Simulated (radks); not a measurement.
The nuclear charge of the nitrogen ion N2+ is varied continuously with 5 electrons held in [He] 2s2 2p1. Method: scalar-relativistic Kohn-Sham, BLYP, spin-polarised, spherical densities, finite nucleus; open shells are filled with parallel spins first; Fermi nuclear charge, rms radius 2.5582 fm; computed with a radial shooting solver on a logarithmic mesh with Libxc functionals. By the Hellmann-Feynman theorem dE/dZ = E(electron-nucleus)/Z, the electronic potential at the nucleus (averaged over a nucleus of fixed radius). The scalar-relativistic energy here is not variational (the density holds large components alone), so the two differ by a part that grows with Z.

Z	E (hartree)	E(electron-nucleus)/Z (hartree)	HOMO	e(HOMO) (eV)	<r> HOMO (bohr)
6.5	-44.86242	-15.5446	2p	-27.249	1.278
7	-52.98029	-16.9254	2p	-38.563	1.125
7.5	-61.78869	-18.3064	2p	-51.608	1.007
8	-71.28780	-19.6878	2p	-66.376	0.9113

The central difference of E at Z = 7 is -16.926 hartree, to compare with the third column; the second derivative is -2.76 hartree.
